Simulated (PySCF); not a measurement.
Input file for PySCF: R-M06-2X/def2-TZVPPD on CH5N (SMILES CN).

```python
from pyscf import gto, dft

mol = gto.M(
    atom='''
    C    -0.28242667    0.21700349    0.09658969
    N     0.80152730   -0.51392106    0.77009952
    H     0.03996410    1.24075050   -0.09343873
    H    -1.14173288    0.24601657    0.76498396
    H    -0.59079913   -0.23331086   -0.85141625
    H     1.62335655   -0.58019736    0.18075694
    H     0.50019348   -1.45764737    0.98961552
    ''',
    basis='def2-tzvppd',
    charge=0, spin=0, verbose=4, max_memory=1800)
mf = dft.RKS(mol, xc='m062x').density_fit(auxbasis='def2-universal-jkfit')
mf.grids.level = 4
mf.conv_tol = 1e-9
mf.max_cycle = 150
mf.kernel()
mf.dip_moment()
```

The log:

```
PySCF version 2.14.0

[INPUT] verbose = 4
[INPUT] num. atoms = 7
[INPUT] num. electrons = 18
[INPUT] charge = 0
[INPUT] spin (= nelec alpha-beta = 2S) = 0
[INPUT] symmetry False subgroup None
[INPUT] Mole.unit = angstrom
[INPUT] Symbol           X                Y                Z      unit          X                Y                Z       unit  Magmom
[INPUT]  1 C     -0.282426670000   0.217003490000   0.096589690000 AA   -0.533709056573   0.410077164175   0.182528060557 Bohr   0.0
[INPUT]  2 N      0.801527300000  -0.513921060000   0.770099520000 AA    1.514667078362  -0.971170053046   1.455277181459 Bohr   0.0
[INPUT]  3 H      0.039964100000   1.240750500000  -0.093438730000 AA    0.075521203815   2.344678633917  -0.176573609127 Bohr   0.0
[INPUT]  4 H     -1.141732880000   0.246016570000   0.764983960000 AA   -2.157562450611   0.464903939405   1.445610174085 Bohr   0.0
[INPUT]  5 H     -0.590799130000  -0.233310860000  -0.851416250000 AA   -1.116448550331  -0.440893627287  -1.608943530504 Bohr   0.0
[INPUT]  6 H      1.623356550000  -0.580197360000   0.180756940000 AA    3.067699282019  -1.096414108596   0.341581111714 Bohr   0.0
[INPUT]  7 H      0.500193480000  -1.457647370000   0.989615520000 AA    0.945228686493  -2.754554315493   1.870102301419 Bohr   0.0

nuclear repulsion = 41.9383752071872
number of shells = 61
number of NR pGTOs = 199
number of NR cGTOs = 159
basis = def2-tzvppd
ecp = {}


******** <class 'pyscf.df.df_jk.DFRKS'> ********
method = DFRKS
initial guess = minao
damping factor = 0
level_shift factor = 0
DIIS = <class 'pyscf.scf.diis.CDIIS'>
diis_start_cycle = 1
diis_space = 8
diis_damp = 0
SCF conv_tol = 1e-09
SCF conv_tol_grad = None
SCF max_cycles = 150
direct_scf = False
XC library pyscf.dft.libxc version 7.1.2
    S. Lehtola, C. Steigemann, M. J. T. Oliveira, and M. A. L. Marques,  SoftwareX 7, 1–5 (2018)
XC functionals = m062x
    Y. Zhao and D. G. Truhlar,  Theor. Chem. Acc. 120, 215 (2008)
    Y. Zhao and D. G. Truhlar,  Theor. Chem. Acc. 120, 215 (2008)
radial grids:
    Treutler-Ahlrichs [JCP 102, 346 (1995); DOI:10.1063/1.469408] (M4) radial grids

becke partition: Becke, JCP 88, 2547 (1988); DOI:10.1063/1.454033
pruning grids: <function nwchem_prune>
grids dens level: 4
symmetrized grids: False
atomic radii adjust function: <function treutler_atomic_radii_adjust>
small_rho_cutoff = 0
Set gradient conv threshold to 3.16228e-05
Initial guess from minao.
tot grids = 135024
******** <class 'pyscf.df.df.DF'> ********
auxbasis = def2-universal-jkfit
init E= -95.8503590244456
  HOMO = -0.290164031512056  LUMO = 0.0017032832915913  gap/eV = 7.94211
cycle= 1 E= -95.8285422113286  delta_E= 0.0218  |g|= 0.271  |ddm|= 1.69
  HOMO = -0.253883835649205  LUMO = 0.0224949774892433  gap/eV = 7.52065
cycle= 2 E= -95.8330023180514  delta_E= -0.00446  |g|= 0.254  |ddm|= 0.673
  HOMO = -0.309438209338964  LUMO = 0.0198347206262948  gap/eV = 8.95997
cycle= 3 E= -95.8460072966018  delta_E= -0.013  |g|= 0.0339  |ddm|= 0.291
  HOMO = -0.30573200417961  LUMO = 0.0203137285490387  gap/eV = 8.87216
cycle= 4 E= -95.8462218801504  delta_E= -0.000215  |g|= 0.00833  |ddm|= 0.0408
  HOMO = -0.305925871480007  LUMO = 0.0203258994930451  gap/eV = 8.87776
cycle= 5 E= -95.846236242741  delta_E= -1.44e-05  |g|= 0.00286  |ddm|= 0.00839
  HOMO = -0.305956565768028  LUMO = 0.0202604672552995  gap/eV = 8.87682
cycle= 6 E= -95.8462382555023  delta_E= -2.01e-06  |g|= 0.000513  |ddm|= 0.00326
  HOMO = -0.305907905798577  LUMO = 0.0202693641530041  gap/eV = 8.87574
cycle= 7 E= -95.8462383356545  delta_E= -8.02e-08  |g|= 7.41e-05  |ddm|= 0.00141
  HOMO = -0.305916276009711  LUMO = 0.0202665663915083  gap/eV = 8.87589
cycle= 8 E= -95.8462383397333  delta_E= -4.08e-09  |g|= 2.05e-05  |ddm|= 0.000444
  HOMO = -0.30591783826852  LUMO = 0.0202663738142457  gap/eV = 8.87592
cycle= 9 E= -95.8462383400704  delta_E= -3.37e-10  |g|= 3.88e-06  |ddm|= 0.000137
  HOMO = -0.30591720824409  LUMO = 0.0202663598061677  gap/eV = 8.87591
Extra cycle  E= -95.8462383400775  delta_E= -7.05e-12  |g|= 2.49e-06  |ddm|= 1.09e-05
converged SCF energy = -95.8462383400775
Dipole moment(X, Y, Z, Debye): -0.29705, -0.65256, -1.09651
```

The run converged.

Cost: about 13 core-seconds (a rough figure).
